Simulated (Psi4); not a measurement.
C2H6AlF (SMILES [CH3][Al]([CH3])[F]), singlet, at a GFN2-xTB geometry (such geometries of metal compounds can be far from the true shape); B3LYP/def2-SVP (Psi4).

The Psi4 input:
```
memory 2 GB

molecule mol {
0 1
  Al   -0.018736    0.011285   -0.019500
  C     1.828683   -0.139417   -0.741586
  H     2.237128   -1.149097   -0.657669
  H     2.534954    0.519678   -0.230458
  H     1.842922    0.133997   -1.801557
  C    -0.744254   -0.523133    1.752979
  H    -1.557859   -1.247097    1.644749
  H    -1.172839    0.335368    2.279206
  H     0.003485   -0.968525    2.411143
  F    -1.127866    0.689364   -1.051142
}

set basis def2-svp
set reference rks
set scf_type cd

energy('b3lyp')
print_variables()
```

It wrote (shortened):

```
   => Loading Basis Set <=

    Name: DEF2-SVP
    Role: ORBITAL
    Keyword: BASIS

         ---------------------------------------------------------
                                   SCF
               by Justin Turney, Rob Parrish, Andy Simmonett
                          and Daniel G. A. Smith
                              RKS Reference
         ---------------------------------------------------------

  ==> Geometry <==

    Molecular point group: c1
    Full point group: C1

    Geometry (in Angstrom), charge = 0, multiplicity = 1:

       Center              X                  Y                   Z               Mass
    ------------   -----------------  -----------------  -----------------  -----------------
         AL           0.047054115490    -0.028917039608     0.042129561598    26.981538530000
         C            1.894473115490    -0.179619039608    -0.679956438402    12.000000000000
         H            2.302918115490    -1.189299039608    -0.596039438402     1.007825032230
         H            2.600744115490     0.479475960392    -0.168828438402     1.007825032230
         H            1.908712115490     0.093794960392    -1.739927438402     1.007825032230
         C           -0.678463884510    -0.563335039608     1.814608561598    12.000000000000
         H           -1.492068884510    -1.287299039608     1.706378561598     1.007825032230
         H           -1.107048884510     0.295165960392     2.340835561598     1.007825032230
         H            0.069275115490    -1.008727039608     2.472772561598     1.007825032230
         F           -1.062075884510     0.649161960392    -0.989512438402    18.998403162730

  Running in c1 symmetry.

  Rotational constants: A =      0.20879  B =      0.15300  C =      0.09124 [cm^-1]
  Rotational constants: A =   6259.45416  B =   4586.77022  C =   2735.28860 [MHz]
  Nuclear repulsion =  151.515521492261570

  Charge       = 0
  Multiplicity = 1
  Electrons    = 40
  Nalpha       = 20
  Nbeta        = 20

  ==> Algorithm <==

  SCF Algorithm Type is CD.
  DIIS enabled.
  MOM disabled.
  Fractional occupation disabled.
  Guess Type is SAD.
  Energy threshold   = 1.00e-06
  Density threshold  = 1.00e-06
  Integral threshold = 1.00e-12

  ==> Primary Basis <==

  Basis Set: DEF2-SVP
    Blend: DEF2-SVP
    Number of shells: 44
    Number of basis functions: 90
    Number of Cartesian functions: 94
    Spherical Harmonics?: true
    Max angular momentum: 2

  ==> DFT Potential <==

   => LibXC <=

    Version 7.1.2
    S. Lehtola, C. Steigemann, M. J. T. Oliveira, and M. A. L. Marques,  SoftwareX 7, 1–5 (2018) (10.1016/j.softx.2017.11.002)

   => Composite Functional: B3LYP <=

    B3LYP Hyb-GGA Exchange-Correlation Functional

    P. J. Stephens, F. J. Devlin, C. F. Chabalowski, and M. J. Frisch,  J. Phys. Chem. 98, 11623 (1994) (10.1021/j100096a001)

    Deriv               =              1
    GGA                 =           TRUE
    Meta                =          FALSE

    Exchange Hybrid     =           TRUE
    MP2 Hybrid          =          FALSE

   => Exchange Functionals <=

    0.0800   Slater exchange
    0.7200         Becke 88

   => Exact (HF) Exchange <=

    0.2000               HF

   => Correlation Functionals <=

    0.1900   Vosko, Wilk & Nusair (VWN5_RPA)
    0.8100   Lee, Yang & Parr

   => LibXC Density Thresholds  <==

    XC_HYB_GGA_XC_B3LYP:  1.00E-15

   => Molecular Quadrature <=

    Radial Scheme          =       TREUTLER
    Pruning Scheme         =           NONE
    Nuclear Scheme         =       TREUTLER

    Blocking Scheme        =         OCTREE
    BS radius alpha        =              1
    Pruning alpha          =              1
    Radial Points          =             75
    Spherical Points       =            302
    Total Points           =         216836
    Total Blocks           =           1634
    Max Points             =            256
    Max Functions          =             89
    Weights Tolerance      =       1.00E-15

  ==> Integral Setup <==

  ==> CDJK: Cholesky-decomposed J/K Matrices <==

    J tasked:                     Yes
    K tasked:                     Yes
    wK tasked:                     No
    Integrals threads:              1
    Algorithm:                   Core
    Integral Cache:              NONE
    Schwarz Cutoff:             1E-12
    Cholesky tolerance:      1.00E-04
    No. Cholesky vectors:         418

  Minimum eigenvalue in the overlap matrix is 1.3889279817E-02.
  Reciprocal condition number of the overlap matrix is 2.6277262303E-03.
    Using symmetric orthogonalization.

  ==> Pre-Iterations <==

  SCF Guess: Superposition of Atomic Densities via on-the-fly atomic UHF (no occupation information).

   -------------------------
    Irrep   Nso     Nmo
   -------------------------
     A         90      90
   -------------------------
    Total      90      90
   -------------------------

  ==> Iterations <==

                        Total Energy        Delta E     RMS |[F,P]|

   @RKS iter SAD:  -421.04114243680573   -4.21041e+02   0.00000e+00
   @RKS iter   1:  -421.45067826572239   -4.09536e-01   1.16152e-02 ADIIS/DIIS
   @RKS iter   2:  -421.15919249580406    2.91486e-01   1.38440e-02 ADIIS/DIIS
   @RKS iter   3:  -421.99128591412762   -8.32093e-01   1.34707e-03 ADIIS/DIIS
   @RKS iter   4:  -421.99406234296180   -2.77643e-03   8.44074e-04 ADIIS/DIIS
   @RKS iter   5:  -421.99633057221757   -2.26823e-03   4.01180e-05 DIIS
   @RKS iter   6:  -421.99633748497013   -6.91275e-06   1.09021e-05 DIIS
   @RKS iter   7:  -421.99633806122927   -5.76259e-07   1.28604e-06 DIIS
   @RKS iter   8:  -421.99633806700211   -5.77285e-09   3.94011e-07 DIIS
  Energy and wave function converged.

  ==> Post-Iterations <==

   Electrons on quadrature grid:
      Ntotal   =   39.9999693789 ; deviation = -3.062e-05

    Orbital Energies [Eh]
    ---------------------

    Doubly Occupied:

[...]
    Virtual:

[...]
      90A      3.485607

    Final Occupation by Irrep:
              A
    DOCC [    20 ]
    NA   [    20 ]
    NB   [    20 ]

  @RKS Final Energy:  -421.99633806700211

   => Energetics <=

    Nuclear Repulsion Energy =            151.5155214922615698
    One-Electron Energy =                -884.4357081809266674
    Two-Electron Energy =                 345.0666675513464270
    DFT Exchange-Correlation Energy =     -34.1428189296834006
    Empirical Dispersion Energy =           0.0000000000000000
    VV10 Nonlocal Energy =                  0.0000000000000000
    Total Energy =                       -421.9963380670021138

Computation Completed

Properties will be evaluated at   0.000000,   0.000000,   0.000000 [a0]

Properties computed using the SCF density matrix

 Multipole Moments:

 ------------------------------------------------------------------------------------
     Multipole            Electronic (a.u.)      Nuclear  (a.u.)        Total (a.u.)
 ------------------------------------------------------------------------------------

 L = 1.  Multiply by 2.5417464519 to convert [e a0] to [Debye]
 Dipole X            :         -4.4947374            4.9730177            0.4782802
 Dipole Y            :          2.7478474           -3.0388243           -0.2909769
 Dipole Z            :         -4.2142452            4.6585084            0.4442632
 Magnitude           :                                                    0.7146953

 ------------------------------------------------------------------------------------

  Variable Map:
  ----------------------------------------------------------------------------
[...]
  Array Variable Map:
  ----------------------------------------------------------------------------
[...]
[...]
```
